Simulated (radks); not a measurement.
Question: The mean radii <r> (bohr) of the occupied orbitals of an atom or ion are listed with their occupations. Calculated with a radial shooting solver on a logarithmic mesh with Libxc functionals: scalar-relativistic Kohn-Sham, exchange-only B88, spin-polarised, spherical densities, finite nucleus; Fermi nuclear charge, rms radius of each element as measured or else 0.836 A^(1/3) + 0.57 fm.

| orbital | occ. | <r> |
|---|---|---|
| 1s up | 1 | 0.01687 |
| 1s down | 1 | 0.01687 |
| 2s up | 1 | 0.07113 |
| 2s down | 1 | 0.07113 |
| 2p up | 3 | 0.06424 |
| 2p down | 3 | 0.06424 |
| 3s up | 1 | 0.1839 |
| 3s down | 1 | 0.1839 |
| 3p up | 3 | 0.1851 |
| 3p down | 3 | 0.1851 |
| 3d up | 5 | 0.1677 |
| 3d down | 5 | 0.1677 |
| 4s up | 1 | 0.4071 |
| 4s down | 1 | 0.4071 |
| 4p up | 3 | 0.4335 |
| 4p down | 3 | 0.4335 |
| 4d up | 5 | 0.4584 |
| 4d down | 5 | 0.4582 |
| 5s up | 1 | 0.9204 |
| 5s down | 1 | 0.9150 |
| 4f up | 7 | 0.4984 |
| 4f down | 7 | 0.4963 |
| 5p up | 3 | 1.050 |
| 5p down | 3 | 1.043 |
| 5d up | 5 | 1.359 |
| 5d down | 1 | 1.354 |
| 6p up | 1 | 2.501 |

Name the element and its charge. Open shells, if any, are filled with parallel spins first.

Answer: Z = 79, gold, charge +4: Au4+ in [Xe] 4f14 5d6 6p1. The 1s radius gives Z: for a bare nucleus <r> = (2 gamma + 1)/(2Z) with gamma = sqrt(1 - (Z/c)^2), 0.01667 bohr for Z = 79, and screening makes it slightly larger (0.01687 here). The occupations add up to 75, and the charge is Z minus that.
